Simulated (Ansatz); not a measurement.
Species: C7H15, charge 0, multiplicity 2. It need not be the lowest isomer of its formula. 
Geometry from a B3LYP-D3(BJ)/def2-TZVP (Ansatz, an electronic-structure program) optimisation:
SMILES: C([CH2])C(CC)CC
```xyz
22

C     -1.8151    -1.9465     0.3486
C     -1.0691    -0.8071     0.9365
C     -0.4843     0.1755    -0.0944
C      0.0877     1.4090     0.6157
C      0.6197     2.4915    -0.3195
C      0.5176    -0.5072    -1.0413
C      1.8060    -0.9992    -0.3843
H     -1.8904    -2.8954     0.8608
H     -2.4119    -1.8092    -0.5443
H     -1.7372    -0.2317     1.5990
H     -0.2750    -1.1756     1.5936
H     -1.3205     0.5179    -0.7178
H     -0.7010     1.8356     1.2428
H      0.8795     1.0986     1.3043
H      1.4890     2.1506    -0.8841
H     -0.1429     2.7972    -1.0402
H      0.9208     3.3782     0.2412
H      0.0146    -1.3542    -1.5148
H      0.7690     0.1839    -1.8494
H      2.3760    -0.1802     0.0581
H      1.6058    -1.7273     0.4037
H      2.4492    -1.4848    -1.1202
```
Charge 0, spin multiplicity 2.

Property: atomisation energy (electronic, to ground-state atoms), in eV. Valence correlation only, unless marked. Open shells are spin-unrestricted. No spin-orbit coupling. No relativistic terms. The coupled-cluster limit lacks core correlation, which all-electron functionals hold. CBS marks a two-point X^-3 extrapolation of the correlation energy; Hartree-Fock from the larger set. [CCSD(T)-MP2]/basis is that difference in the basis named.

| level | program | atomisation energy (eV) |
|---|---|---|
| SVWN5/def2-TZVPD | Ansatz | 101.71 |

**Question.** What does RI-MP2/CBS(cc-pVTZ,cc-pVQZ)+[CCSD(T)-MP2]/cc-pVTZ (Ansatz) give?

**Answer.** 89.98 eV
